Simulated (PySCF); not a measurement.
**How methods differ on the excitation energy of Ru**

Ru [Kr] 4d7 5s1 (5F) → Ru [Kr] 4d7 5p1 (high-spin determinant), as a difference of total energies. Calculation: PySCF 2.14, in x2c-TZVPPall (8s6p6d2f1g, 79 functions); scalar relativity by spin-free X2C-1e. Correlated levels: valence: [Kr] frozen. The calculations carry no spin-orbit coupling.

| method | excitation energy (cm⁻¹) |
| --- | --- |
| UHF | 24196 |
| MP2 (valence) | 27543 |
| SCS-MP2 (valence) | 26630 |
| CCSD (valence) | 26842 |
| CCSD(T) (valence) | 26821 |

The basis was made for the ground configuration and has no added diffuse functions, so the excitation energy can come out too high.

The determinant of the upper state mixes LS terms, which raises its energy above the lowest term, most at the Hartree-Fock and MP2 levels.
